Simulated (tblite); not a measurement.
Run record: tight-binding relaxation, `O([SiH]1C[SiH2]C1)[SiH2]C(C)=C`.

Computed with GFN2-xTB geometry optimisation, gas phase (tblite 0.8.0). Start geometry: from a force field or distance geometry. A driver script takes a list of jobs; this job's settings line and coordinates (Å) are shown.

Command:
```bash
OMP_NUM_THREADS=1 python probes_run.py task.json out
```

Input:
```
{"job": {"kind": "relax", "xc": "GFN2-xTB", "basis": "xTB"}, "charge": 0, "multiplicity": 1}
C     -3.303500    -1.072300     0.783800
C     -2.887700    -0.052100     0.028100
C     -3.782500     0.556100    -0.984300
Si    -1.179200     0.602800     0.245500
O     -0.037800    -0.679400     0.558500
Si     1.496300     0.053700     0.585200
C      2.934200    -1.040800     1.011600
Si     3.952700    -0.029700    -0.199800
C      2.310400     0.293700    -1.074600
H     -2.661400    -1.515200     1.528600
H     -4.313300    -1.487400     0.688900
H     -3.503800     1.633600    -1.036800
H     -4.813000     0.405100    -0.610500
H     -3.670100     0.086500    -1.976000
H     -0.768700     1.258500    -1.006800
H     -1.112000     1.592900     1.362500
H      1.529700     1.290200     1.389200
H      2.817100    -2.114800     0.687400
H      3.346000    -0.911600     2.040400
H      4.904800    -0.806000    -0.970600
H      4.486900     1.166200     0.489700
H      2.234400     1.323300    -1.505500
H      2.015800    -0.526500    -1.751700
```

Output:
```
step      E/eV     max force
  0    -737.11894    2.937
  1    -737.45008    1.865
  2    -737.58589    0.993
  3    -737.66391    1.295
  4    -737.74097    0.419
  5    -737.76475    0.367
  6    -737.79683    0.324
  7    -737.81531    0.313
  8    -737.82638    0.205
  9    -737.83320    0.204
... (280 lines left out)
290    -738.34166    0.018
291    -738.34174    0.018
292    -738.34179    0.018
293    -738.34182    0.011
294    -738.34185    0.010
295    -738.34187    0.010
296    -738.34190    0.011
297    -738.34192    0.011
298    -738.34194    0.011
299    -738.34196    0.007
```

«max force» is the largest atomic force in eV/Å.

Question: From which step on does the largest force stay under 0.1 eV/Å, and how much energy is left to gain from there?

Answer: From step 193 (0.070 eV/Å), 18.4 meV above the end.

Summary of the converged run: energy lowered by 28.2 kcal/mol over 299 steps; largest atomic force 0.007 eV/Å at the end.

Question: Where do the atoms end?

Answer: 1.696 Å rms from the input after alignment:
```
atom  x, y, z in Å
C1    -2.0913   -0.7999    1.2337
C2    -2.2764   -0.1324    0.1023
C3    -3.4149   -0.4608   -0.8168
Si4   -1.1510    1.2872   -0.4324
O5     0.1042    1.4176    0.5839
Si6    1.5555    0.8347    1.0344
C7     1.7131   -1.0575    0.7836
Si8    2.8324   -0.8057   -0.7523
C9     2.8674    1.0667   -0.3397
H10   -1.2780   -0.5610    1.8990
H11   -2.7390   -1.6079    1.5442
H12   -4.0450    0.4166   -0.9546
H13   -4.0231   -1.2743   -0.4256
H14   -3.0354   -0.7449   -1.7970
H15   -0.6566    1.0466   -1.7932
H16   -1.8131    2.5871   -0.3088
H17    1.7340    1.4300    2.3544
H18    0.7785   -1.5811    0.6002
H19    2.2070   -1.5751    1.6016
H20    2.1823   -1.1283   -2.0263
H21    4.1351   -1.4769   -0.6841
H22    3.8303    1.4137    0.0250
H23    2.5792    1.7328   -1.1484
```

The run took 6.5 s on one thread, Arm Neoverse N1 (aarch64), no GPU, on a shared host.
Labels such as C1 count atoms from 1, the log's own numbers from 0.
